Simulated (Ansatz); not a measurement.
Molecule: 4-fluoropyrimidine, C$_{4}$H$_{3}$FN$_{2}$, charge 0, multiplicity 1. 
Structure (B3LYP-D3(BJ)/def2-TZVP (Ansatz, a first-principles code) minimum search):
```xyz
10

F      1.8406    -1.2300     0.1039
C      0.7293    -0.4946     0.0409
C      0.8300     0.8873     0.1115
C     -0.3750     1.5639     0.0377
N     -1.5485     0.9363    -0.0919
C     -1.4977    -0.3878    -0.1469
N     -0.3977    -1.1451    -0.0857
H      1.7815     1.3867     0.2162
H     -0.4045     2.6467     0.0837
H     -2.4387    -0.9152    -0.2519
```
Charge 0, spin multiplicity 1.

Basis-set convergence of Hartree-Fock and CCSD correlation energies (hartree) with Ansatz. Valence correlation only, unless marked. No spin-orbit coupling. Non-relativistic.

The Hartree-Fock reference is unstable (checked in the largest basis), which strains HF and MP2. 

```json
[
 {"basis": "cc-pVDZ", "functions": "113", "E(HF)": "-361.57960", "E(corr, CCSD)": "-1.03117"},
 {"basis": "cc-pVTZ", "functions": "252", "E(HF)": "-361.67968", "E(corr, CCSD)": "-1.25992"},
 {"basis": "cc-pVQZ", "functions": "475", "E(HF)": "-361.70501", "E(corr, CCSD)": "-1.33657"}
]
```

Extrapolating the two largest sets (X = 3 and 4) as X^-3: E(corr) = (64·(-1.33657) - 27·(-1.25992))/37 = -1.3925 Eh, an estimate of the basis-set limit. The largest set recovers 96.0 % of it, the smallest 74.1 %.
